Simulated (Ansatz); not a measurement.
Reaction (redistribution): `[NH2][AlH][SiH2][SiH2]Cl` + `CB[SiH2]S` → `[NH2][AlH][SiH2]S` + `CB[SiH2][SiH2]Cl`

Gas-phase electronic energies from Ansatz, PBE0-D4/def2-TZVP geometries. CBS: MP2 limit from def2 TZ/QZ plus the TZ coupled-cluster correction, frozen cores. Functionals use def2-TZVPP. B3LYP here is the variant with VWN-RPA as its local correlation; programs differ in this. One conformer a species, not always the lowest.

`[NH2][AlH][SiH2][SiH2]Cl`:

Z-matrix (Å, degrees):
```
Si
Al 1 2.452
Si 1 2.335 2 109.8
H 1 1.493 2 112.4 3 118.8
H 1 1.494 2 113.4 3 -119.6
N 2 1.763 1 115.7 3 -23.4
H 2 1.584 1 125.4 3 155.6
Cl 3 2.078 1 108.3 2 52.3
H 3 1.485 1 114.8 2 171.0
H 3 1.486 1 111.7 2 -64.9
H 6 1.007 2 125.4 1 179.9
H 6 1.009 2 123.9 1 -2.0
```

`CB[SiH2]S`:

Z-matrix (Å, degrees):
```
C
B 1 1.547
H 1 1.092 2 114.7
H 1 1.106 2 102.9 3 -113.9
H 1 1.091 2 116.2 3 130.8
Si 2 2.016 1 124.3 3 -153.4
H 2 1.201 1 119.2 3 30.3
S 6 2.149 2 108.6 1 1.6
H 6 1.492 2 110.1 1 122.4
H 6 1.492 2 111.0 1 -119.7
H 8 1.343 6 95.9 2 179.7
```

`[NH2][AlH][SiH2]S`:

Cartesian coordinates in Å:
```
N 2.304 -0.285 -0.145
Al 0.807 0.600 0.166
Si -1.334 -0.339 -0.557
S -2.657 -0.302 1.152
H 2.363 -1.164 -0.633
H 3.220 0.008 0.156
H 0.898 1.963 0.975
H -1.968 0.345 -1.722
H -1.268 -1.787 -0.902
H -2.364 0.960 1.509
```

`CB[SiH2][SiH2]Cl`:

Z-matrix (Å, degrees):
```
C
B 1 1.548
H 1 1.092 2 114.5
H 1 1.091 2 116.2 3 -130.7
H 1 1.106 2 102.8 3 114.1
Si 2 2.009 1 122.8 3 157.7
H 2 1.200 1 119.4 3 -30.4
Si 6 2.346 2 104.4 1 88.5
H 6 1.491 2 114.8 1 -155.6
H 6 1.491 2 114.9 1 -28.2
Cl 8 2.072 6 108.6 2 -51.6
H 8 1.485 6 113.2 2 -170.3
H 8 1.485 6 111.9 2 66.3
```

```
             level  ΔE (kJ/mol)
           ωB97M-V         10.3
              PBE0          7.7
             B3LYP          6.8
SCS-MP2/def2-TZVPP          9.7
```

(1) What does CCSD(T)/CBS give? (Best estimate.)

Largest T1 diagnostic among the species: 0.013.

Answers

(1) Ansatz gave: +10.4 kJ/mol. The listed levels differ from it by -0.1, -2.7, -3.6, -0.7 kJ/mol.
